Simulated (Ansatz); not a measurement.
Gas-phase electronic energies from Ansatz, PBE0-D4/def2-TZVP geometries. CCSD(T)/CBS adds triple-zeta CCSD(T) − MP2 to the extrapolated MP2 energy (def2 sets, frozen cores). DFT in def2-TZVPP. B3LYP here is the variant with VWN-RPA as its local correlation; programs differ in this. One conformer a species, not always the lowest.

Consider the isomerisation: `O[SiH2]/C=C\[SiH](O)F` → `C=C[Si@@H](O)[Si@@H](O)F`.

Problem. Is it downhill or uphill in electronic energy at CCSD(T)/CBS, and by how much? (Estimate.)

Solution. The calculation gave: Uphill: ΔE = +8.1 kcal/mol.

Problem. What do these levels give: r2SCAN-D4, PBE0-D4, B3LYP-D4, ωB97M-V, B2PLYP, r2SCAN, HF/def2-TZVPP, MP2/def2-TZVPP, MP2/def2-QZVPP, HF/CBS(def2), MP2/CBS(def2), CCSD/CBS(def2)? (An estimate is asked.)

Solution. The calculation gave: r2SCAN-D4 7.9, PBE0-D4 6.3, B3LYP-D4 7.8, ωB97M-V 9.5, B2PLYP 7.6, r2SCAN 7.6, HF/def2-TZVPP 6.9, MP2/def2-TZVPP 9.6, MP2/def2-QZVPP 9.3, HF/CBS(def2) 6.8, MP2/CBS(def2) 9.1, CCSD/CBS(def2) 7.6 kcal/mol.

Largest T1 diagnostic among the species: 0.012.

The D4 term adds +1.8 kcal/mol with B3LYP and +0.9 kcal/mol with PBE0; it sums over pairs of atoms, weighted by their polarisabilities, and B3LYP, whose exchange is more repulsive, gets the larger term. In def2-TZVPP, CCSD(T) changes the Hartree–Fock value by +1.7 kcal/mol (the triples alone add +0.4 kcal/mol) and MP2 by +2.7 kcal/mol. From PBE to PBE0 (25 % exact exchange), in def2-TZVPP and without D4, ΔE moves by +0.9 kcal/mol.
